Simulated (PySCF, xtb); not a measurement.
NS, SMILES S=[N], multiplicity 2.

Harmonic wavenumbers (cm⁻¹) from xtb 6.7.1 with GFN2-xTB at its own minimum, in rising order: 1358.

Task: What does B3LYP-D3(BJ)/def2-TZVPD (PySCF) give at its own minimum? (The exact figures need the calculation; the answer reports its results.)

Result: 1257. Paired by order, the mean absolute difference is 101 cm⁻¹ and the zero-point energies are 1.9 and 1.8 kcal/mol.
